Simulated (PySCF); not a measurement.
# Reading the logs of faulty runs: AlBCH5O

These are calculations, not measurements. They come from PySCF 2.14.0, an open-source quantum chemistry program, on an isolated molecule that a program drew, which may never have been made. The molecule is AlBCH5O (charge 0, doublet), drawn as the SMILES string `[CH3][AlH][B]O`.

Each row is a Hartree-Fock (HF) and frozen-core CCSD(T) single point in the cc-pV(D+d)Z basis, meant for a local HF minimum. Run 1 is clean. Each other run has one planted mistake out of seven kinds, and not every kind appears here: one electron removed, one electron added, multiplicity raised by two, geometry at a saddle point, minimal basis STO-3G, one bond length entered in bohr, all coordinates scaled. The reference is restricted for singlets and unrestricted otherwise, and also for a bond in bohr. Adding or removing an electron swaps singlet and doublet. Electrons count all cores. HOMO and LUMO are orbital energies over both spins, the gradient is its largest component, and the lowest frequency (negative if imaginary) is given only where the gradient is small. Bond lengths are over the 8 bonds as drawn. T1 is the CCSD diagnostic: over 0.02 (restricted) or 0.045 (unrestricted) a single reference is doubtful.

Geometry of the clean run:
```xyz
9
AlBCH5O, angstrom
C    -0.0552    1.4417    1.3115
Al   -2.0189    1.5011    1.1579
B    -2.9226    2.3108   -0.4816
O    -3.5131    2.7925   -1.5545
H     0.4551    1.8421    0.4302
H     0.2931    0.4127    1.4579
H     0.2844    2.0162    2.1813
H    -2.9818    0.9529    2.2899
H    -3.7136    3.7201   -1.5261
```

| run | electrons | basis functions | <S^2> | HOMO (eV) | LUMO (eV) | gradient (hartree/bohr) | lowest frequency (cm^-1) | mean bond (Å) | longest bond (Å) | T1 | HF (hartree) | CCSD(T) (hartree) | mistake |
|---|---|---|---|---|---|---|---|---|---|---|---|---|---|
| 1 | 37 | 90 | 0.758 | -6.91 | 1.54 | 1.6e-05 | 82 | 1.3933 | 2.040 | 0.0163 | -382.24186 | -382.76105 | no fault |
| 2 | 37 | 90 | 0.759 | -6.96 | 1.40 | 3.8e-02 | - | 1.4490 | 2.121 | 0.0177 | -382.23012 | -382.75548 | all coordinates scaled |
| 3 | 37 | 90 | 1.773 | -6.94 | 1.08 | 5.2e-02 | - | 1.5150 | 2.068 | 0.0177 | -382.07632 | -382.56220 | ? |
| 4 | 37 | 90 | 3.757 | -6.99 | -1.05 | 4.7e-02 | - | 1.3933 | 2.040 | 0.0255 | -382.08235 | -382.57948 | ? |

**Which mistake was planted in run 3, and what did it cost?**

The mean bond changes by a factor of 1.087 and the longest by 1.014, so the molecule wasn't scaled as a whole. A length L in bohr read as angstrom grows by (1/0.5292 - 1) L = 0.890 L. The 8 bonds together grew by 8 x 0.1217 = 0.974 Å, which gives L = 1.094 Å. That is the length of one of the C-H bonds, 1.094 Å in the clean geometry. So the mistake is: one bond length entered in bohr. Subtracting run 1 and multiplying by 627.51 kcal/mol a hartree, the energy moved by 103.9 kcal/mol in HF and 124.8 kcal/mol in CCSD(T).

**Which mistake was planted in run 4, and what did it cost?**

Electrons, basis and geometry are unchanged, and <S^2> is 3.757, beside S(S+1) = 3.75 for a multiplicity of 4. So the mistake is: multiplicity raised by two. Subtracting run 1 and multiplying by 627.51 kcal/mol a hartree, the energy moved by 100.1 kcal/mol in HF and 113.9 kcal/mol in CCSD(T).

